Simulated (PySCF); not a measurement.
Compound: ClH₅P₂Si.
Atom-mapped SMILES: `[PH2:1][SiH:2]([PH2:3])[Cl:4]` (hydrogens: H5, H6 on P1; H7 on Si2; H8, H9 on P3)

A GFN2-xTB structure was refined with PBE0-D3(BJ)/def2-SVP geometry optimisation, gas phase in PySCF. Its GFN2-xTB values:

```csv
coordinate,GFN2-xTB
P1–Si2,2.265 Å
P1–H5,1.388 Å
Si2–Cl4,2.027 Å
Si2–H7,1.467 Å
P1–Si2–P3,119.5°
P1–Si2–Cl4,107.1°
P1–Si2–H7,107.4°
Si2–P1–H5,95.4°
Cl4–Si2–H7,108.1°
H5–P1–H6,92.5°
```

Task: How do these coordinates change at the PBE0-D3(BJ)/def2-SVP level?

Result: 
```json
{"coordinate": "Si2–Cl4", "PBE0-D3(BJ)/def2-SVP (Å or °)": "2.075", "change": "+0.048"}
{"coordinate": "P1–H5", "PBE0-D3(BJ)/def2-SVP (Å or °)": "1.429", "change": "+0.041"}
{"coordinate": "Si2–H7", "PBE0-D3(BJ)/def2-SVP (Å or °)": "1.492", "change": "+0.025"}
{"coordinate": "P1–Si2", "PBE0-D3(BJ)/def2-SVP (Å or °)": "2.259", "change": "-0.006"}
{"coordinate": "Si2–P1–H5", "PBE0-D3(BJ)/def2-SVP (Å or °)": "93.0", "change": "-2.4"}
{"coordinate": "H5–P1–H6", "PBE0-D3(BJ)/def2-SVP (Å or °)": "93.7", "change": "+1.2"}
{"coordinate": "P1–Si2–Cl4", "PBE0-D3(BJ)/def2-SVP (Å or °)": "105.9", "change": "-1.2"}
{"coordinate": "P1–Si2–H7", "PBE0-D3(BJ)/def2-SVP (Å or °)": "108.2", "change": "+0.8"}
{"coordinate": "Cl4–Si2–H7", "PBE0-D3(BJ)/def2-SVP (Å or °)": "108.7", "change": "+0.6"}
{"coordinate": "P1–Si2–P3", "PBE0-D3(BJ)/def2-SVP (Å or °)": "119.5", "change": "0.0"}
```

The energy falls by 2.8 kcal/mol over 5 energy and gradient evaluations, the largest force component goes from 0.0218 to 2.1e-04 Eh/bohr, and the atoms move by 0.053 Å rms after alignment. The bond that changes most is Si2–Cl4 (chlorine-bound silicon to silicon-bound chlorine), which lengthens by 0.048 Å. Bonds longer at the end by more than 0.005 Å: 6 of 8; shorter: 2. Rotational constants go from 2381, 1906, 1144 to 2349, 1911, 1146 MHz.

The run used 97 basis functions and 31 SCF cycles in all. The run took 18 s of wall time on one thread of an Arm Neoverse V1, no GPU, shared host.

Not checked by PBE0-D3(BJ)/def2-SVP frequencies. One conformer, not necessarily the lowest.

The values belong to the conformer `[PH2:1][SiH:2]([PH2:3])[Cl:4]`: H–P1–Si2–P3 47°, H–P1–Si2–P3 -47°, H–P3–Si2–P1 47°, H–P3–Si2–P1 -47°.
